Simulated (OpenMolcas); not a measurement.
An OpenMolcas run meant for Be (ANO-L-VDZP, non-relativistic; inactive shells 1s; intended active space 2 electrons in 4 orbitals (2s 2p)). One step of its input:

```
&RASSCF
FileOrb=start.orb
Symmetry=1
Spin=3
nActEl=2 0 0
Inactive=1 0
Ras2=1 3
CIRoot=7 7 1
SDav=3
CIMx=300
Iter=84 100
PrWF=0.3
OrbListing=Nothing
MaxOrb=0
Atom
CIOnly
>>> COPY $Project.JobIph JOB001
```

Lines from the output:

```
...
      Number of secondary orbitals               9
      Spin quantum number                      1.0
      State symmetry                             1
Orbital specifications:
      -----------------------

      Symmetry species                           1   2
                                                ag  au
      Frozen orbitals                            0   0
      Inactive orbitals                          1   0
      Active orbitals                            1   3
      RAS1 orbitals                              0   0
      RAS2 orbitals                              1   3
      RAS3 orbitals                              0   0
      Secondary orbitals                         6   3
      Deleted orbitals                           0   0
      Number of basis functions                  8   6
      Number of CSFs                             3
      Number of root(s) required                 7
 ************ ERROR ***********
  You can't ask for more roots
  than there are configurations
 ******************************
--- Stop Module: rasscf at  /rc=_RC_INPUT_ERROR_ ---
.####################.
.# User input error #.
.####################.
```

**Question.** What is wrong with the input?

**Answer.** CIRoot asks for more roots than the active space has configuration state functions.
